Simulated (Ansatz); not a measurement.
C2H10BNSi can be A, `CBN(C)[SiH3]`, or B, `BN([SiH3])CC`.

Computed with Ansatz on PBE0-D4/def2-TZVP structures; ΔE is electronic, products minus reactants. CBS: MP2 limit from def2 TZ/QZ plus the TZ coupled-cluster correction, frozen cores. Functionals use def2-TZVPP. B3LYP here is the variant with VWN-RPA as its local correlation; programs differ in this. One conformer a species, not always the lowest.

A:

Z-matrix (Å, degrees):
```
C
B 1 1.568
H 1 1.096 2 109.1
H 1 1.096 2 109.3 3 -114.4
H 1 1.091 2 117.1 3 122.6
N 2 1.407 1 126.1 3 -121.1
H 2 1.203 1 118.2 3 58.7
Si 6 1.747 2 121.3 1 179.7
C 6 1.457 2 124.2 1 -0.0
H 8 1.479 6 109.9 2 0.5
H 8 1.489 6 109.4 2 121.9
H 8 1.489 6 109.5 2 -120.9
H 9 1.095 6 111.1 2 118.4
H 9 1.088 6 110.9 2 -1.8
H 9 1.095 6 111.0 2 -121.9
```

B:

Z-matrix (Å, degrees):
```
Si
N 1 1.749
H 1 1.488 2 110.4
H 1 1.488 2 109.2 3 117.7
H 1 1.479 2 109.1 3 -121.2
C 2 1.467 1 116.6 3 -56.6
B 2 1.396 1 122.5 3 124.2
C 6 1.517 2 112.5 1 88.2
H 6 1.097 2 109.3 1 -34.2
H 6 1.092 2 108.2 1 -150.1
H 7 1.200 2 119.1 1 177.7
H 7 1.197 2 119.6 1 -2.1
H 8 1.093 6 110.6 2 -179.1
H 8 1.092 6 111.4 2 -59.0
H 8 1.092 6 110.3 2 61.0
```

Question: Which isomer does CCSD(T)/CBS put lower? Give the gap. (Best estimate.)

Answer: The calculation gave: A, by 33.0 kJ/mol.

Question: Give E(B) − E(A) in kJ/mol with MP2/def2-TZVPP, r2SCAN-D4, CCSD/def2-TZVPP, CCSD(T)/def2-SVP, CCSD(T)/def2-TZVPP, B3LYP-D4, B2PLYP. (An estimate is asked.)

Answer: The calculation gave: MP2/def2-TZVPP 32.5, r2SCAN-D4 38.0, CCSD/def2-TZVPP 32.3, CCSD(T)/def2-SVP 27.4, CCSD(T)/def2-TZVPP 32.2, B3LYP-D4 34.5, B2PLYP 34.7. None reverses the order clearly.

Question: Does the order hold for the free energy at 298.15 K (harmonic terms from PBE0-D4)? (Estimate.)

Answer: Computed: Yes: G(B) − G(A) = +37.0 kJ/mol, for one conformer each. Modes under 60 cm⁻¹, often nearly free rotors, make the harmonic entropy too high.

Largest T1 diagnostic: 0.012.

Leaving LDA and LC-ωPBE aside and taking each functional with its dispersion term where it has one, the values, not all of them listed here, spread over 7.5 kJ/mol, from ωB97X-V to B97M-V. At CCSD(T), def2-SVP lies −5.6 kJ/mol from the extrapolated value and def2-TZVPP −0.8 kJ/mol.
